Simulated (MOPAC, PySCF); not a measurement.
C$_{2}$H$_{6}$OSi, SMILES `C=C[SiH2]O` (C–C–Si–O torsion 6°, C–Si–O–H torsion 73°), neutral singlet in the gas phase. 

Cartesian coordinates (Å):
```xyz
10

C     -1.4518    -0.3781     0.6312
C     -0.8452     0.0900    -0.4564
Si     0.9711     0.4735    -0.5126
O      1.7267     0.0077     0.8774
H     -2.5143    -0.6039     0.6532
H     -0.9058    -0.5490     1.5550
H     -1.4442     0.2490    -1.3531
H      1.5664    -0.2058    -1.6995
H      1.2028     1.9342    -0.6283
H      1.8602    -0.9313     1.0105
```
Charge 0, multiplicity 1.

All levels are single points at this geometry (PBE0-D4/def2-TZVP); Pople sets use spherical d functions. Orbital energies aren't observables, and empty levels follow the basis.

AM1 in MOPAC gives gap (eV) = 11.31.

Question: Estimate the gap (eV) from each of these levels: B3LYP-D3(BJ)/def2-TZVP in PySCF; PBE0-D4/def2-TZVP in PySCF; B3LYP/3-21G in PySCF; B3LYP/6-311+G** in PySCF; B3LYP/6-31G* in PySCF; B3LYP/LANL2DZ in PySCF; M06-2X/6-31G* in PySCF; PBE/6-31G* in PySCF; SVWN5/6-31G* in PySCF; HF/3-21G in PySCF; PM6 in MOPAC; PM7 in MOPAC.

Answer: 
```tsv
level	gap (eV)
B3LYP-D3(BJ)/def2-TZVP in PySCF	7.05
PBE0-D4/def2-TZVP in PySCF	7.50
B3LYP/3-21G in PySCF	7.48
B3LYP/6-311+G** in PySCF	7.00
B3LYP/6-31G* in PySCF	7.29
B3LYP/LANL2DZ in PySCF	7.24
M06-2X/6-31G* in PySCF	9.91
PBE/6-31G* in PySCF	5.53
SVWN5/6-31G* in PySCF	5.46
HF/3-21G in PySCF	14.39
PM6 in MOPAC	10.51
PM7 in MOPAC	11.50
```
